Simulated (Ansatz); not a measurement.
SeCl₂⁻. Charge -1, multiplicity 2. Geometry PBE0-D4/def2-TZVP, that of the neutral singlet; atoms count from 1.

```xyz
3

Se    0.834   -0.349    0.049
Cl   -0.996   -1.078    0.903
Cl    0.162    1.427   -0.952
```

The highest occupied level of the charge -1 doublet lies above zero (up to 0.99 eV). By energy differences its removal costs 0.80 eV (vertical, to the charge 0 singlet, at PBE0-D4/def2-TZVPD); a positive level beside a positive removal energy at the same level points to self-interaction error.

(1) Estimate the Mulliken populations from the PBE0/def2-TZVPD orbitals of Ansatz.

(2) Where does the spin sit?

(3) And the Mayer bond orders between bonded heavy atoms (over 0.3)?

## Answers

(1) 
```json
{"atom": "Se1", "charge (e)": "-0.17", "spin (α − β)": "0.60"}
{"atom": "Cl2", "charge (e)": "-0.42", "spin (α − β)": "0.20"}
{"atom": "Cl3", "charge (e)": "-0.42", "spin (α − β)": "0.20"}
```
Mulliken values and Mayer orders depend strongly on the basis. With diffuse functions, as here, like atoms can get unlike values, and bond orders can come out too low or too high.

(2) Summed by element: Se 0.60, Cl 0.40, of 1 unpaired in all. Largest on single atoms: Se1 0.60, Cl3 0.20, Cl2 0.20.

(3) Se1–Cl2 0.76 (2.15 Å); Se1–Cl3 0.76 (2.15 Å).
